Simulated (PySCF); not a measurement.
PySCF input (CCSD(T)/cc-pVDZ):

```python
from pyscf import gto, scf, mp, cc as ccmod

mol = gto.M(
    atom='''
    Si   -0.00000000   -0.00000000   -0.10196874
    H     0.00000000    0.00000000    1.42756239
    ''',
    basis='cc-pvdz',
    charge=0,
    spin=1,
    symmetry='C2v',
    verbose=4,
)

mf = scf.UHF(mol)
mf.conv_tol = 1e-10
mf.max_cycle = 100
mf.kernel()
mp2 = mp.MP2(mf, frozen=5).run()
cc = ccmod.CCSD(mf, frozen=5)
cc.max_cycle = 100
cc.kernel()
et = cc.ccsd_t()
print(f'E(CCSD(T)) = {cc.e_tot + et:.9f}')
```

End of the output:

```
Extra cycle  E= -289.429212712843  delta_E= -2.27e-13  |g|= 1.44e-07  |ddm|= 9.59e-07
converged SCF energy = -289.429212712843  <S^2> = 0.76605828  2S+1 = 2.0159943

******** <class 'pyscf.mp.ump2.UMP2'> ********
nocc = (np.int64(3), np.int64(2)), nmo = (18, 18)
frozen orbitals 5
E(UMP2) = -289.494056258821  E_corr = -0.064843545978042
E(SCS-UMP2) = -289.500321765171  E_corr = -0.0711090523280115
E_corr(same-spin) = -0.00773446482189101
E_corr(oppo-spin) = -0.057109081156151

******** <class 'pyscf.cc.uccsd.UCCSD'> ********
CC2 = 0
CCSD nocc = (np.int64(3), np.int64(2)), nmo = (18, 18)
frozen orbitals 5
max_cycle = 100
direct = 0
conv_tol = 1e-07
conv_tol_normt = 1e-06
diis_space = 6
diis_start_cycle = 0
diis_start_energy_diff = 1e+09
Init t2, MP2 energy = -0.0648435461544837
Init E_corr(UCCSD) = -0.0648435461545089
cycle = 1  E_corr(UCCSD) = -0.0809405372724421  dE = -0.0160969911  norm(t1,t2) = 0.0612282
cycle = 2  E_corr(UCCSD) = -0.0858311198487578  dE = -0.00489058258  norm(t1,t2) = 0.0272093
cycle = 3  E_corr(UCCSD) = -0.0893331903647218  dE = -0.00350207052  norm(t1,t2) = 0.0141511
cycle = 4  E_corr(UCCSD) = -0.0892198217368629  dE = 0.000113368628  norm(t1,t2) = 0.0027821
cycle = 5  E_corr(UCCSD) = -0.0892553273061032  dE = -3.55055692e-05  norm(t1,t2) = 0.000681268
cycle = 6  E_corr(UCCSD) = -0.0892414768117069  dE = 1.38504944e-05  norm(t1,t2) = 0.000192491
cycle = 7  E_corr(UCCSD) = -0.0892434057447102  dE = -1.928933e-06  norm(t1,t2) = 5.92309e-05
cycle = 8  E_corr(UCCSD) = -0.0892440116224348  dE = -6.05877725e-07  norm(t1,t2) = 1.35604e-05
cycle = 9  E_corr(UCCSD) = -0.0892441187610567  dE = -1.07138622e-07  norm(t1,t2) = 4.22642e-06
cycle = 10  E_corr(UCCSD) = -0.089243983525602  dE = 1.35235455e-07  norm(t1,t2) = 1.29996e-06
cycle = 11  E_corr(UCCSD) = -0.0892439775040769  dE = 6.02152507e-09  norm(t1,t2) = 5.06048e-07
UCCSD converged
E(UCCSD) = -289.5184566903474  E_corr = -0.08924397750407695
UCCSD(T) correction = -0.00166825474390126
E(CCSD(T)) = -289.520124945
```
